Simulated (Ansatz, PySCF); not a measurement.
Donor–acceptor adduct: BH3 (SMILES B) (first 4 atoms) with C2H6S (SMILES CSC); geometry from B3LYP-D3(BJ)/def2-TZVP, rigid monomers moved along the line of their centres of mass till B1···S6 is 2.72 Å.
(charge 0, multiplicity 1):
```
atom    x (Å)    y (Å)    z (Å)
----  -------  -------  -------
B     -0.3293   0.6027   0.7595
H      0.0017  -0.2209  -0.0559
H     -1.4951   0.9039   0.7056
H      0.4334   1.5290   0.8904
C      1.7298  -0.9085   3.3662
S     -0.0432  -0.6427   3.1613
C     -0.3194   0.6314   4.4088
H      1.9331  -1.3232   4.3519
H      2.0311  -1.6170   2.5977
H      2.2556   0.0334   3.2189
H     -0.1309   0.2277   5.4020
H     -1.3613   0.9325   4.3236
H      0.3240   1.4851   4.2018
```

Interaction energies are E(AB) − E(A) − E(B) at the monomers' geometry in the complex; basis-set methods are counterpoise corrected.

Cores are frozen in the correlated methods.

The values were computed with Ansatz (a quantum-chemistry and plane-wave program); PySCF for the dispersion terms. Values without a source in brackets are computed.

PBE/def2-TZVPPD gives -19.58 kcal/mol for the interaction energy.

Task: How do the other levels lie against it? Give each less PBE: PBE-D3(BJ)/def2-TZVPPD, r2SCAN/def2-TZVPPD, PBE0/def2-TZVPPD, wB97M-V/def2-TZVPPD, MP2/aug-cc-pV(D+d)Z, CCSD(T)/aug-cc-pV(D+d)Z.

Result: PBE-D3(BJ)/def2-TZVPPD -1.55; r2SCAN/def2-TZVPPD 0.14; PBE0/def2-TZVPPD 1.59; wB97M-V/def2-TZVPPD 1.92; MP2/aug-cc-pV(D+d)Z 3.32; CCSD(T)/aug-cc-pV(D+d)Z 3.59 kcal/mol. 5 of 6 lie above PBE; the widest gap is to CCSD(T)/aug-cc-pV(D+d)Z.
